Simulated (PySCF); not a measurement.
C2H9NSi3, SMILES [SiH3]C1=N[SiH2][SiH2]C1. Heavy atoms are numbered as in [SiH3:1][C:2]1=[N:3][SiH2:4][SiH2:5][CH2:6]1. Hydrogens are named by the atom that carries them.

The structure is a stationary point at PBE0-D3(BJ)/def2-SVP. This is a generated structure with no PubChem entry under its InChIKey; it may be hypothetical. One conformer was computed; it need not be the lowest.

The numbers are results of PBE/pcSseg-1 run with PySCF, not measurements.

GIAO shieldings, no solvent; atoms alike by connectivity are averaged. δ = σ(ref) − σ: ²⁹Si against TMS (σ = 335.4 ppm); ¹³C against TMS (σ = 182.0 ppm); ¹⁵N against NH3 (σ = 267.0 ppm); ¹H against TMS (σ = 31.49 ppm), references at their B3LYP-D3(BJ)/def2-TZVP geometries, non-relativistic.

```csv
nucleus,atoms,count,δ (ppm)
²⁹Si,Si4 (SiH2),1,-23.4
²⁹Si,Si1 (SiH3),1,-86.4
²⁹Si,Si5 (SiH2),1,-93.4
¹³C,C2,1,211.3
¹³C,C6 (CH2),1,42.5
¹⁵N,N3,1,442.0
¹H,H on Si4,2,5.67
¹H,H on Si1,3,4.56
¹H,H on Si5,2,3.69
¹H,H on C6,2,3.07
```
